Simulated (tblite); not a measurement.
Species: C₄H₆ClNSi (charge -1 and doublet state).
Structure used (GFN2-xTB), in Å, numbered top down from 1:
```
atom  x, y, z in Å
C1     0.8597   -1.2626   -0.6101
C2     0.4333    0.1631   -0.3860
C3     1.3795    1.1025   -0.1398
Cl4    3.1003    0.7422   -0.0043
Si5   -1.3685    0.4790   -0.0080
C6    -2.2767    0.1576    1.5775
N7    -2.5178   -0.1916    2.6681
H8     0.0395   -1.8478   -1.0270
H9     1.7086   -1.3104   -1.2962
H10    1.1680   -1.7381    0.3259
H11    1.1803    2.1391    0.0664
H12   -2.1203   -0.3676   -0.9720
H13   -1.5905    1.9350   -0.2122
```

Method: GFN2-xTB as coded in tblite; computed harmonic values from a numerical Hessian at the method's own geometry, unscaled. This tight-binding method is rough: wavenumbers can miss measured ones by several per cent, in bad cases by 10 to 20. Modes of hydrogen on silicon can be 10 to 20 % off. One conformer, not necessarily the lowest. Open shells enter through the occupations alone, without spin polarisation, and single modes of such species can be off by tens of per cent.

Harmonic wavenumbers (cm⁻¹): 48.5, 65.9, 111.0, 137.3, 174.8, 228.7, 257.9, 307.1, 364.4, 379.0, 464.6, 541.8, 612.1, 672.2, 710.7, 725.3, 736.3, 757.6, 1008.7, 1025.6, 1130.3, 1233.6, 1399.6, 1460.9, 1499.9, 1511.3, 1992.1, 2002.7, 2127.9, 2925.8, 2964.1, 2987.2, 3091.9.

A = 3649, B = 736.9, C = 708.5 MHz; mass 130.996 u (most abundant isotopes); point group C1, symmetry number 1; spin multiplicity 2.

**Question.** Zero-point energy?

**Answer.** ½Σν̃ = 17828 cm⁻¹ = 50.97 kcal/mol.

**Question.** Entropy at 200 K, 1 bar (ideal gas, RRHO, classical rotation)?

**Answer.** Translation 38.57, rotation 28.32, vibration 18.92, spin (R ln 2) 1.38: S = 87.2 cal/(mol K).

**Question.** And Cp and H(200 K) − H(0)?

**Answer.** Cp = 27.75 cal/(mol K), of which vibrations give 19.80 (their classical limit is 33 R = 65.6); H(200 K) − H(0) = 3.65 kcal/mol without the zero-point energy, 2.06 from vibrations.

**Question.** How do the functions run with temperature in this model?

**Answer.** 
```tsv
T (K)	S (cal/(mol K))	Cp (cal/(mol K))	H − H(0) (kcal/mol)	G − H(0) (kcal/mol)	ln q(vib)
150	79.8	23.5	2.37	-9.61	3.03
250	93.8	31.6	5.13	-18.31	5.62
298.15	99.6	34.9	6.74	-22.97	6.83
400	110.8	40.8	10.60	-33.70	9.27
600	129.0	49.4	19.68	-57.75	13.68
900	150.8	57.6	35.83	-99.85	19.46
```

q(vib) and H(0) count from the zero-point level.

**Question.** Which modes carry the vibrational entropy at 200 K?

**Answer.** 48.5 cm⁻¹: 4.09; 65.9 cm⁻¹: 3.49; 111.0 cm⁻¹: 2.49; 137.3 cm⁻¹: 2.09; 174.8 cm⁻¹: 1.66; 228.7 cm⁻¹: 1.21 cal/(mol K); the other 27 give 3.90 together.

**Question.** What must be added to the electronic energy to get the Gibbs energy at 200 K and 1 bar?

**Answer.** ZPE + [H(200 K) − H(0)] − T·S = 50.97 + 3.65 − 17.44 = 37.18 kcal/mol.

Hindered rotation and anharmonicity are outside this model. Other conformers, if any are populated, would add a mixing term that is left out. The structure is chiral; the term R ln 2 for an equal mix with its mirror image is left out.
